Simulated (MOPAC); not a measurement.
A run for MOPAC: AM1 on ClH2NSi (SMILES N[Si]Cl), a point of a torsion scan.

```
AM1 1SCF PRECISE CHARGE=0 THREADS=1
ClH2NSi

N     -0.65152820 1    -0.03473987 1    -0.02974266 1
Si     0.83310954 1    -0.66908209 1     0.53665122 1
Cl     0.28074943 1    -2.67509180 1     0.74484164 1
H     -0.93715751 1     0.91265945 1     0.15355352 1
H     -1.44964669 1    -0.62433876 1    -0.23477755 1
```

Program output:

```
*******************************************************************************
 **                                                                           **
 **                              MOPAC v23.2.5                                **
 **                                                                           **
 *******************************************************************************
 ** MOPAC's Digital Object Identifier: https://doi.org/10.5281/zenodo.6511958 **
 **                                                                           **
 ** Please cite the open-source release paper for use of this MOPAC version:  **
 ** J. E. Moussa and J. J. P. Stewart (2026)                                  **
 ** MOPAC: An open-source semiempirical molecular orbital program             **
 ** J. Open Source Softw., 11(119), 8025, https://doi.org/10.21105/joss.08025 **
 *******************************************************************************

                              AM1 CALCULATION RESULTS

 *******************************************************************************
 *  AM1        - The AM1 Hamiltonian to be used
 *
 *
 *
 *                 CHARGE ON SYSTEM = 0
 *
 *
 *
 *  PRECISE    - TIGHTER CRITERIA TO BE USED
 *  1SCF       - DO 1 SCF AND THEN STOP
 *  THREADS=1  - MULTI-THREADING NOT USED
 *  T=         - A TIME OF 172800.0 SECONDS REQUESTED
 *  DUMP=N     - RESTART FILE WRITTEN EVERY 7200.0 SECONDS REQUESTED
 *******************************************************************************
AM1 1SCF PRECISE CHARGE=0 THREADS=1
 ClH2NSi

   ATOM   CHEMICAL          X               Y               Z
  NUMBER   SYMBOL      (ANGSTROMS)     (ANGSTROMS)     (ANGSTROMS)

     1       N         -0.65152820  *  -0.03473987  *  -0.02974266  *
     2      Si          0.83310954  *  -0.66908209  *   0.53665122  *
     3      Cl          0.28074943  *  -2.67509180  *   0.74484164  *
     4       H         -0.93715751  *   0.91265945  *   0.15355352  *
     5       H         -1.44964669  *  -0.62433876  *  -0.23477755  *



          CARTESIAN COORDINATES

    NO.       ATOM           X           Y           Z

     1         N         -0.6515     -0.0347     -0.0297
     2        Si          0.8331     -0.6691      0.5367
     3        Cl          0.2807     -2.6751      0.7448
     4         H         -0.9372      0.9127      0.1536
     5         H         -1.4496     -0.6243     -0.2348

  H: (AM1): M.J.S. DEWAR ET AL, J. AM. CHEM. SOC. 107 3902-3909 (1985)
  N: (AM1): M.J.S. DEWAR ET AL, J. AM. CHEM. SOC. 107 3902-3909 (1985)
 Si: (AM1): M.J.S.DEWAR, C. JIE, ORGANOMETALLICS, 6, 1486-1490 (1987).
 Cl: (AM1): M.J.S. DEWAR AND E. G. ZOEBISCH, THEOCHEM, 180, 1 (1988).

           Empirical Formula: H2 N Si Cl  =     5 atoms



      MOLECULAR POINT GROUP   :   C1


      RHF CALCULATION, NO. OF DOUBLY OCCUPIED LEVELS = 9


 -------------------------------------------------------------------------------
 AM1 1SCF PRECISE CHARGE=0 THREADS=1
 ClH2NSi



     1SCF WAS SPECIFIED, SO BFGS WAS NOT USED
     SCF FIELD WAS ACHIEVED


                              AM1 CALCULATION
                                                       MOPAC v23.2.5 Linux




          FINAL HEAT OF FORMATION =        -37.40919 KCAL/MOL =    -156.52003 KJ/MOL


          COSMO AREA              =        105.94 SQUARE ANGSTROMS
          COSMO VOLUME            =         94.68 CUBIC ANGSTROMS

          IONIZATION POTENTIAL    =          8.040354 EV
          HOMO LUMO ENERGIES (EV) =         -8.040 -0.627
          NO. OF FILLED LEVELS    =          9
          MOLECULAR WEIGHT        =         79.5610         POINT GROUP:  C1

          MOLECULAR DIMENSIONS (Angstroms)

            Atom       Atom       Distance
            H     4   Cl     3     3.83469
            H     5   Si     2     2.24129
            N     1   Cl     3     0.30982


          SCF CALCULATIONS        =          1





   ATOM   CHEMICAL          X               Y               Z
  NUMBER   SYMBOL      (ANGSTROMS)     (ANGSTROMS)     (ANGSTROMS)

     1       N         -0.65152820  *  -0.03473987  *  -0.02974266  *
     2      Si          0.83310954  *  -0.66908209  *   0.53665122  *
     3      Cl          0.28074943  *  -2.67509180  *   0.74484164  *
     4       H         -0.93715751  *   0.91265945  *   0.15355352  *
     5       H         -1.44964669  *  -0.62433876  *  -0.23477755  *

                             CARTESIAN COORDINATES

   1    N       -0.651528200    -0.034739870    -0.029742660
   2   Si        0.833109540    -0.669082090     0.536651220
   3   Cl        0.280749430    -2.675091800     0.744841640
   4    H       -0.937157510     0.912659450     0.153553520
   5    H       -1.449646690    -0.624338760    -0.234777550


           Empirical Formula: H2 N Si Cl  =     5 atoms



      MOLECULAR POINT GROUP   :   C1


                  EIGENVALUES
 -36.31672 -32.84178 -17.46269 -16.55250 -14.19686 -12.74762 -12.28806 -11.21435
  -8.04035  -0.62738   0.32674   1.85516   4.53555   5.33814


              NET ATOMIC CHARGES AND DIPOLE CONTRIBUTIONS

  ATOM NO.   TYPE          CHARGE      No. of ELECS.   s-Pop       p-Pop
    1          N          -0.659353        5.6594     1.53877     4.12058
    2         Si           0.661930        3.3381     1.50462     1.83345
    3         Cl          -0.387148        7.3871     1.97965     5.40750
    4          H           0.199748        0.8003     0.80025
    5          H           0.184822        0.8152     0.81518
 DIPOLE           X         Y         Z       TOTAL
 POINT-CHG.     2.004     3.279     0.354     3.859
 HYBRID        -3.990    -1.086    -0.908     4.234
 SUM           -1.986     2.192    -0.554     3.010


          ATOMIC ORBITAL ELECTRON POPULATIONS

     Atom    s        px        py        pz
    1  N   1.53877   1.26095   1.16679   1.69283
    2 Si   1.50462   0.92020   0.55034   0.36290
    3 Cl   1.97965   1.92790   1.56666   1.91295
    4  H   0.80025
    5  H   0.81518

 **********************
 *                    *
 * JOB ENDED NORMALLY *
 *                    *
 **********************




 == MOPAC DONE ==
```

The run finished.

Cost: about 0.020 core-seconds (a rough figure).
